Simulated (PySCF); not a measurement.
A GIAO shielding run with PySCF (density fitting, non-relativistic, gas phase) on `[SiH2]1CCC[SiH2]1`, C₃H₁₀Si₂:

```
{"job": {"kind": "nmr", "xc": "PBE0", "basis": "pcSseg-1"}, "charge": 0, "multiplicity": 1}
C      0.216440    -1.247132    -0.346699
C     -1.154746    -0.813027     0.173699
Si    -1.347004     1.076456    -0.075029
Si     0.932704     1.452015     0.001170
C      1.339979    -0.402074     0.255850
H      0.235349    -1.144437    -1.435885
H      0.383397    -2.305531    -0.121145
H     -1.222065    -1.052953     1.237127
H     -1.935521    -1.387618    -0.325308
H     -2.020388     1.335961    -1.355004
H     -2.213118     1.632956     0.971081
H      1.504364     2.244568     1.096297
H      1.569071     1.928883    -1.234881
H      1.413598    -0.619450     1.323687
H      2.293525    -0.690628    -0.186873
```

Hardware: 1 thread of an Arm Neoverse V1, shared host. The job also computes population analyses, field gradients.

Question: How large is the calculation?

Answer: 56 electrons, 149 basis functions and 819 auxiliary functions.

Question: How long does it take?

Answer: 14 s of wall time, with 11 SCF cycles and 4 response iterations. Times on a shared host scatter by some tens of per cent.
